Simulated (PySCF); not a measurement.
**SMILES C(F)C1=CCO[C@H]1F, C$_{5}$H$_{6}$F$_{2}$O**

Geometry:
```csv
atom,x (Å),y (Å),z (Å)
F1,2.468,-0.993,0.769
C2,1.923,0.086,0.126
C3,0.447,-0.051,0.005
C4,-0.381,-0.958,0.505
C5,-1.786,-0.612,0.128
O6,-1.656,0.491,-0.770
C7,-0.383,0.994,-0.701
F8,-0.361,2.166,0.065
H9,2.180,0.979,0.709
H10,2.396,0.146,-0.863
H11,-0.130,-1.818,1.095
H12,-2.304,-1.416,-0.402
H13,-2.380,-0.324,1.005
H14,-0.033,1.309,-1.693
```

Method used: GIAO LC-wPBE/cc-pVDZ magnetisability, rotational g tensor and spin-rotation constants, non-relativistic, gas phase (PySCF). Geometry: GFN2-xTB.

Give the nuclear spin-rotation constants along the inertial axes (H = +C I·J) beside the isotropic shieldings.

Rotational constants 3.5102, 1.5501, 1.1702 GHz. A star marks the isotopologue with that one atom substituted, in its own axes.
```csv
atom,isotope,Caa (kHz),Cbb (kHz),Ccc (kHz),mean (kHz),σ (ppm)
F1,19F,0.416,0.293,0.128,0.279,447.3
F8,19F,2.693,1.219,1.124,1.679,325.5
H9,1H,-0.347,-0.011,-0.032,-0.130,26.5
H10,1H,-0.324,-0.132,0.049,-0.136,26.6
H11,1H,-0.064,-0.001,-0.118,-0.061,25.5
H12,1H,-0.289,-0.009,-0.065,-0.121,27.1
H13,1H,-0.234,-0.163,0.038,-0.120,26.9
H14,1H,-0.316,-0.085,0.033,-0.123,25.7
C2,13C*,0.652,0.307,0.273,0.410,125.0
C3,13C*,1.629,0.439,0.222,0.763,57.4
C4,13C*,1.497,0.461,0.165,0.708,71.9
C5,13C*,0.682,0.272,0.273,0.409,128.0
O6,17O*,-0.277,-0.211,-0.153,-0.213,255.2
C7,13C*,0.895,0.396,0.321,0.538,87.9
```
For the geometry as given, no vibrational averaging.
